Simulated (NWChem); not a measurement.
Molecule: C₂H₅FOSi; SMILES C(C=O)[SiH2]F

```xyz
10

O      0.2734    -2.3649     0.5288
C      0.3778    -1.5338    -0.3474
C     -0.6690    -0.4986    -0.6618
Si    -0.4128     1.1131     0.3016
F      0.9597     1.8167    -0.1840
H      1.2998    -1.4752    -0.9673
H     -0.6772    -0.2635    -1.7337
H     -1.6551    -0.8808    -0.3667
H     -0.3176     0.8303     1.7529
H     -1.5441     2.0292     0.0093
```
Atoms are numbered in this order, from 1.

Level: B3LYP/6-31G* (spherical d) (NWChem), optimised geometry, unscaled harmonic frequencies. 

List the harmonic frequencies with IR intensities, and the thermochemistry.


| frequency (cm⁻¹) | IR intensity (km/mol) |
|---|---|
| 45 | 5.6 |
| 81 | 8.1 |
| 167 | 4.2 |
| 299 | 2.5 |
| 486 | 16.2 |
| 568 | 10.9 |
| 653 | 9.0 |
| 749 | 35.7 |
| 813 | 61.1 |
| 875 | 24.9 |
| 930 | 270.6 |
| 962 | 34.1 |
| 989 | 103.5 |
| 1043 | 110.3 |
| 1181 | 10.0 |
| 1201 | 98.1 |
| 1437 | 8.7 |
| 1462 | 14.0 |
| 1824 | 183.7 |
| 2273 | 143.2 |
| 2295 | 139.6 |
| 2917 | 121.0 |
| 3050 | 1.5 |
| 3110 | 4.9 |

```yaml
zero_point_energy: 42.0 kcal/mol
thermal correction to the enthalpy at 298.15 K (with zero-point energy): 46.7 kcal/mol
heat capacity Cv: 20.9 cal/(mol K)
entropy at 298.15 K and 1 atm (symmetry number 1): 81.6 cal/(mol K)
dipole_moment: 2.37 D
```

Rigid rotor and harmonic oscillator; modes under 100 cm⁻¹ make the entropy uncertain.
